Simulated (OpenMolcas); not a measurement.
## Mn2+: moving the ligands

Mn2+ with 4 ligands (sulfide) in square-planar coordination (D4h) at 2.44 Å. A charge of +1.5 e stands 2.6 Å behind each ligand. Ligand basis ANO-RCC-VDZP.
```
Mn    0.0000    0.0000    0.0000
S     2.4400    0.0000    0.0000
S     0.0000    2.4400    0.0000
S    -2.4400    0.0000    0.0000
S     0.0000   -2.4400    0.0000
```

- Program: OpenMolcas 26.06
- Method: CASSCF
- Basis: ANO-RCC-VDZP [5s4p2d1f]
- Scalar Hamiltonian: DKH2, point nucleus
- Active space: 5 electrons in 5 orbitals (3d)
- State averaging: 2S+1 = 6 even, 1 root; 2S+1 = 4 even, 24 roots; 2S+1 = 2 even, 75 roots
- Spin-orbit coupling: RASSI with atomic mean-field integrals over the reference wave functions

Runs around this geometry, states (labels of D4, the rotations of D4h). Energies in cm-1 above the lowest state or level, χT in cm3 K/mol.

| R (Å) | Ground state | First gap with spin-orbit (degeneracies) | χT at 300 K | First state of another spin |
| --- | --- | --- | --- | --- |
| 2.34 | 6A1 | 0.1 (2, 2) | 4.386 | 4A2 26984 |
| 2.44 | 6A1 | 0.1 (2, 2) | 4.386 | 4A2 28193 |
| 2.57 | 6A1 | 0.1 (2, 2) | 4.386 | 4A2 29357 |

Without dynamic correlation the repulsion within the d shell is too large (B by tens of per cent), so at a given field states of lower spin stand too high. CASSCF with metal d orbitals alone favours high spin, so a ground state of lower spin is not ruled out. The sulfide ions are held by bare point charges, a crude embedding. Ligand-to-metal charge-transfer states are missing. With no ligand orbital active B as a rule stays too high, so bands that hang on it stand too high and its fall with covalency is understated. With metal d orbitals alone and no dynamic correlation the field as a rule comes out too small, by tens of per cent, by up to half for chloride and softer ligands. No measured value stands beside these numbers; the geometry was imposed, not optimised, and the real ion may take another.
